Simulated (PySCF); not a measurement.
A side-by-side comparison of computed properties.

First species: CHCl3.
SMILES: `ClC(Cl)Cl`

Second species: C2H12N4Si3.
SMILES: `[SiH2]1N[SiH2]N[SiH](N1)/C=N/C`

Levels: wB97X-D/def2-SVPD for HOMO energy, LUMO energy, HOMO–LUMO gap and static isotropic polarisability; TDDFT wB97X-D/def2-SVPD for lowest singlet excitation; TDA wB97X-D/def2-SVPD for lowest triplet excitation (Tamm–Dancoff); ΔSCF wB97X-D/def2-SVPD for vertical ionisation energy. Geometries: PBE0-D3(BJ)/def2-SVP. Each structure is a single optimised conformer of the isolated species, non-relativistic unless stated. Electronic properties by PySCF.

| property | column X | column Y |
| --- | --- | --- |
| HOMO energy | -10.90 eV | -8.99 eV |
| LUMO energy | 0.76 eV | 0.85 eV |
| HOMO–LUMO gap | 11.66 eV | 9.84 eV |
| lowest singlet excitation | 6.63 eV | 4.49 eV |
| lowest triplet excitation (Tamm–Dancoff) | 6.05 eV | 3.73 eV |
| static isotropic polarisability | 55.1 au | 127.9 au |
| vertical ionisation energy | 11.47 eV | 9.01 eV |

Question: Which column belongs to which species?

Answer: Column X is the first species and column Y the second. The first has 5 atoms and 58 electrons, the second 21 and 94.

Question: How does each property change from the first species to the second?

Answer: HOMO energy +1.91 eV; LUMO energy +0.09 eV; HOMO–LUMO gap -1.82 eV; lowest singlet excitation -2.14 eV; lowest triplet excitation (Tamm–Dancoff) -2.32 eV; static isotropic polarisability +72.8 au; vertical ionisation energy -2.46 eV.

On the first: The 10 singlets span 6.63 to 8.49 eV, and their oscillator strengths add up to 0.07. The vertical singlet–triplet gap S1 − T1 is 0.58 eV (TDDFT singlet less Tamm–Dancoff triplet; S1: HOMO→LUMO, weight 0.93; T1: HOMO→LUMO, weight 0.84).

On the second: The ΔSCF ionisation energy exceeds −ε(HOMO) by 0.02 eV with wB97X-D. S1 lies 5.35 eV below the HOMO–LUMO gap; its leading configuration is HOMO−2→LUMO, weight 0.50, beside HOMO−1→LUMO, weight 0.43.
